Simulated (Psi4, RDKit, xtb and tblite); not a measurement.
Relaxed torsion scan: SMILES O=C(O)[SiH2][GeH3] (CH6GeO2Si), singlet. Scanned: dihedral Si4–C2–O3–H6 and dihedral O1–C2–Si4–Ge5; all other coordinates were relaxed at GFN2-xTB. Points at φ and −φ are mirror images. Heavy atoms are numbered in the order of the SMILES O=C(O)[SiH2][GeH3], hydrogens after them in the order of the atoms that carry them; the mirror image has the same energies with the sign of each dihedral reversed.

Levels: GFN2-xTB (xtb and tblite); PBE/def2-SVP // GFN2-xTB (Psi4); PBE-D3(BJ)/def2-SVP // GFN2-xTB (Psi4); UFF // GFN2-xTB (RDKit).

Energies in kJ/mol at chosen points (x: dihedral Si4–C2–O3–H6 (°); y: dihedral O1–C2–Si4–Ge5 (°)), relative to x = 0, y = -90:

```json
[
 {"method": "GFN2-xTB", "(-120, 90)": "7.9", "(-120, -120)": "1.5", "(-30, 120)": "4.9", "(30, 120)": "6.7", "(-30, 0)": "-2.4", "(90, 30)": "27.0", "(-120, 30)": "2.1"},
 {"method": "PBE/def2-SVP", "(-120, 90)": "23.4", "(-120, -120)": "21.8", "(-30, 120)": "5.7", "(30, 120)": "6.8", "(-30, 0)": "9.5", "(90, 30)": "40.7", "(-120, 30)": "21.4"},
 {"method": "PBE-D3(BJ)/def2-SVP", "(-120, 90)": "24.2", "(-120, -120)": "20.9", "(-30, 120)": "5.2", "(30, 120)": "6.6", "(-30, 0)": "8.9", "(90, 30)": "40.7", "(-120, 30)": "21.3"},
 {"method": "UFF", "(-120, 90)": "37.0", "(-120, -120)": "54.6", "(-30, 120)": "14.2", "(30, 120)": "11.2", "(-30, 0)": "28.3", "(90, 30)": "45.2", "(-120, 30)": "42.3"}
]
```
